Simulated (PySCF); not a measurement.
C₄H₈OSi₂.
SMILES with atom numbers: `[CH3:1][C:2](=[O:3])[SiH2:4][C:5]#[C:6][SiH3:7]` (hydrogens: H8, H9, H10 on C1; H11, H12 on Si4; H13, H14, H15 on Si7)

Jobs on this species (15 atoms, 68 electrons) with PySCF (density fitting). Hardware of each: an Arm Neoverse V2 with one thread, shared host. Times come from a shared host and carry two figures at best. Peak memory is the resident size of the whole Python process, interpreter and libraries included.

Problem. Rank these jobs by wall time, shortest first.
A. wB97X-D/pcSseg-1; shieldings; 173 basis functions
B. delta-SCF UKS SCAN, pcX-2 on the ionised atom, pcseg-1 elsewhere, spin-free X2C; ΔSCF core ionisation, 9 holes; 188 basis functions
C. PBE0-D3(BJ)/def2-SVP, grid level 1; geometry optimisation from a GFN2-xTB start shaken at random; 146 basis functions

Solution. A (24 s), B (78 s), C (2.1 min).

All jobs:

| level and settings | work | basis functions | SCF cycles | wall time | peak memory |
| --- | --- | --- | --- | --- | --- |
| PBE0/pcSseg-1 | shieldings, charges and field gradients | 173 | 15 | 19 s | 0.82 GiB |
| wB97X-D/pcSseg-1 | shieldings | 173 | 15 | 24 s | 0.85 GiB |
| delta-SCF UKS SCAN, pcX-2 on the ionised atom, pcseg-1 elsewhere, spin-free X2C | ΔSCF core ionisation, 9 holes | 188 | 162 | 78 s | 0.70 GiB |
| B3LYP/def2-SVPD | 10 singlets by full TDDFT, 4 Tamm–Dancoff triplets, polarisability, ΔSCF ions | 215 | 15 | 1.7 min | 0.90 GiB |
| PBE0-D3(BJ)/def2-SVP, grid level 1 | geometry optimisation from a GFN2-xTB start shaken at random | 146 | 123 | 2.1 min | 0.56 GiB |

Problem. What do all jobs in the table cost together?

Solution. About 5.8 min; the longest takes about 36 % of that, and about 6.6 times as long as the shortest.
